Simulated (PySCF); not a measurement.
BHCl2, SMILES ClBCl. Atoms are numbered in the order given.

```xyz
4

B      0.0000     0.0000     0.6993
H      0.0000     0.0000     1.8860
Cl     0.0000    -1.5070    -0.1583
Cl     0.0000     1.5070    -0.1583
```
Charge 0, spin multiplicity 1.

Coordinates come from a PBE0-D3(BJ)/def2-TZVP optimisation.

The numbers are results of PBE0/pcJ-1 in PySCF, not measurements.

Isotropic couplings with Fermi-contact, spin-dipole and both spin-orbit terms, one fixed conformer, no vibrational averaging. Isotopes: 11B, 1H.

Computed spin–spin coupling constants:
| pair | bonds apart | J (Hz) |
|---|---|---|
| B1–H2 | 1 | 198.3 |
